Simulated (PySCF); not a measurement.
H9N3Si2, SMILES N[SiH2]N[SiH2]N.

Coordinates come from a B3LYP-D3(BJ)/def2-SVP optimisation. Other conformers were not sampled.

These are B3LYP-D3(BJ)/def2-SVP (PySCF) values and carry that method's errors.

Frequencies are harmonic and unscaled.

Computed harmonic wavenumbers and intensities:
```csv
mode,ν (cm⁻¹),IR (km/mol),moving atoms (share of kinetic energy)
1,52,0.2,"H 37 %, Si 36 %, N 28 %"
2,54,0.6,"N 77 %, H 23 %"
3,170,2.3,"N 53 %, H 31 %, Si 16 %"
4,189,6.7,"H 61 %, Si 22 %, N 18 %"
5,213,15.6,"H 61 %, N 26 %, Si 13 %"
6,310,20.6,"H 67 %, Si 19 %, N 14 %"
7,312,37.0,"H 56 %, N 23 %, Si 21 %"
8,369,7.1,"H 71 %, N 23 %"
9,373,317.1,"H 78 %, N 19 %"
10,509,64.9,"H 80 %, N 15 %"
11,581,42.8,"H 70 %, Si 20 %, N 10 %"
12,595,4.2,"H 87 %, Si 12 %"
13,702,48.5,"H 59 %, N 23 %, Si 18 %"
14,705,3.5,H 93 %
15,790,119.6,"H 54 %, N 30 %, Si 16 %"
16,823,1.4,"H 44 %, N 42 %, Si 14 %"
17,857,51.1,"N 46 %, H 31 %, Si 24 %"
18,863,57.3,"H 56 %, N 23 %, Si 21 %"
19,887,111.1,"H 71 %, N 19 %, Si 10 %"
20,929,699.9,"H 74 %, Si 18 %, N 8 %"
21,955,12.1,"H 45 %, N 44 %, Si 11 %"
22,978,2.5,H 95 %
23,988,157.4,"H 80 %, Si 15 %"
24,996,79.8,"H 90 %, Si 9 %"
25,1204,327.7,"H 63 %, N 33 %"
26,1538,53.6,"H 89 %, N 11 %"
27,1540,48.3,"H 89 %, N 11 %"
28,2187,63.4,H 96 %
29,2197,302.9,H 96 %
30,2200,71.5,H 98 %
31,2213,214.1,H 98 %
32,3548,25.0,H 93 %
33,3568,18.3,H 96 %
34,3568,18.9,H 96 %
35,3663,23.1,"H 91 %, N 9 %"
36,3663,16.7,"H 91 %, N 9 %"
```
